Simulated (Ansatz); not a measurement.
Al₄Ga₃⁺, relaxed as a singlet with RKS PBE-D4/def2-SVP in Ansatz, starting from the GFN2-xTB geometry. Force threshold 0.02 eV/Å.

The restricted singlet is unstable towards broken spin symmetry at other levels; at PBE-D4/def2-SVP this wasn't settled. Another isomer (singlet) lies 1.53 eV lower at PBE0-D4/def2-TZVP; other spin states weren't run for this one.

Start:

```xyz
7

Al   -0.5250   -2.1512   -1.3740
Al    1.4582   -0.4437   -1.1286
Al    1.2826    1.0790    1.1141
Al   -0.8624   -0.2609    0.3982
Ga   -3.1442   -1.7569   -0.1788
Ga   -1.4655    1.8996    1.9891
Ga    3.2562    1.6340   -0.8200
```

Task: Estimate the energy that the relaxation releases and the steps that it takes.

Result: 28.4 kcal/mol, in 28 steps; 76 s on 4 threads of Arm Neoverse V1 on a shared host. No frequencies were taken in this run, so the end may be a saddle point.

Task: Does the start keep its bonding?

Result: Bonds lost: Al4–Ga5 (atoms count from 1).

Task: Predict the relaxed structure.

Result: 
```xyz
7

Al   -1.054    0.007   -1.219
Al    1.111   -1.218   -0.451
Al    1.583    0.816    1.422
Al   -0.989   -0.315    1.363
Ga   -1.856   -2.627   -0.845
Ga   -0.561    2.169    0.873
Ga    1.765    1.168   -1.143
```
Bond lengths (bridged metal pairs left out): 5 × Al–Ga 2.57 to 2.78 Å; 4 × Al–Al 2.60 to 2.81 Å.
